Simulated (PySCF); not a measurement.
**Working out the ionisation energy of Ag⁺**

Ag⁺ [Kr] 4d10 (1S) → Ag²⁺ [Kr] 4d9 (2D). All numbers are calculated (PySCF 2.14, scalar relativity by spin-free X2C-1e, in x2c-TZVPall). Frozen: [Kr]. Energies in hartree (1 hartree = 27.21139 eV):

| part | Ag⁺ (lower) | Ag²⁺ (upper) |
| --- | --- | --- |
| UHF | -5312.578517 | -5311.852176 |
| MP2 opposite-spin | -0.172168 | -0.135553 |
| MP2 same-spin | -0.099865 | -0.079458 |

**Question.** What does Hartree-Fock give?

**Answer.** (-5311.852176) − (-5312.578517) = 0.726341 hartree = 19.765 eV.

**Question.** What do MP2 and SCS-MP2 (6/5 opposite-spin, 1/3 same-spin) give?

**Answer.** The opposite-spin parts differ by 0.996 eV and the same-spin parts by 0.555 eV. MP2: 19.765 + (0.996) + (0.555) = 21.316 eV. SCS-MP2: 19.765 + 1.2 × (0.996) + (0.555)/3 = 21.145 eV.

Reference: 21.484 eV (measured; NIST Atomic Spectra Database, ionization energies), between the lowest levels; spin-orbit coupling is absent from the calculation.

What remains against the reference includes basis incompleteness, the frozen core and correlation beyond second order.
